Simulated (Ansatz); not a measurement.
Gas-phase electronic energies from Ansatz, PBE0-D4/def2-TZVP geometries. CCSD(T)/CBS adds triple-zeta CCSD(T) − MP2 to the extrapolated MP2 energy (def2 sets, frozen cores). DFT in def2-TZVPP. B3LYP here is the variant with VWN-RPA as its local correlation; programs differ in this. Elements past krypton have def2 core potentials. For Br, Y outer-core shells are correlated without core-valence functions, which leaves a few kJ/mol of doubt a bond. Scalar relativity is left out up to krypton. One conformer a species, not always the lowest.

Reaction (substitution at a C–Si bond): `C[Si@H]1B[C@@H]1Br` + `[OH][Y]([OH])[OH]` → `C[O][Y]([OH])[OH]` + `BrC1B[SiH2]1`

Problem. Is it downhill or uphill in electronic energy at CCSD(T)/CBS, and by how much? (Best estimate.)

Solution. Computed: Uphill: ΔE = +23.8 kcal/mol.

Problem. What do these levels give: r2SCAN-D4, PBE0-D4, ωB97M-V, r2SCAN, PBE0, B3LYP, SCS-MP2/def2-TZVPP, CCSD(T)/def2-TZVPP, MP2/def2-QZVPP, HF/CBS(def2), MP2/CBS(def2), CCSD/CBS(def2)? (An estimate is asked.)

Solution. Ansatz gave: r2SCAN-D4 23.1, PBE0-D4 22.8, ωB97M-V 23.4, r2SCAN 23.0, PBE0 22.3, B3LYP 20.5, SCS-MP2/def2-TZVPP 22.4, CCSD(T)/def2-TZVPP 22.3, MP2/def2-QZVPP 25.2, HF/CBS(def2) 19.3, MP2/CBS(def2) 25.8, CCSD/CBS(def2) 23.6 kcal/mol.

Largest T1 diagnostic among the species: 0.014.

The D4 term adds +0.9 kcal/mol with B3LYP and +0.5 kcal/mol with PBE0; it sums over pairs of atoms, weighted by their polarisabilities, and B3LYP, whose exchange is more repulsive, gets the larger term. In def2-TZVPP, CCSD(T) changes the Hartree–Fock value by +2.9 kcal/mol (the triples alone add +0.2 kcal/mol) and MP2 by +4.9 kcal/mol.
